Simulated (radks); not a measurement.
Results of a calculation; reference values are marked as such.
Mean orbital radii <r> (bohr) of the scandium ion Sc3+, [Ar], at several levels of relativity; Dirac values are averaged over j with weights 2j + 1. Spin-unpolarised spherical Kohn-Sham, PBE, point nucleus unless stated (finite: rms radius 3.5459 fm), a radial shooting solver on a logarithmic mesh with Libxc functionals. A level marked "c x" has the speed of light scaled by that factor and shares open shells by 2j + 1; other Dirac levels either fill j = l - 1/2 first or share by 2j + 1.

shell  non-rel.  Dirac, 2j+1 shares  Dirac, 2j+1 shares, finite nucleus  Dirac, c x 0.75  change of magnitude, last against first (%)
1s      0.07360             0.07304                             0.07304          0.07261                                        -1.35
2s       0.3460              0.3433                              0.3433           0.3412                                        -1.40
2p       0.3086              0.3076                              0.3076           0.3069                                        -0.55
3s        1.062               1.056                               1.056            1.051                                        -1.04
3p        1.131               1.129                               1.129            1.128                                        -0.24
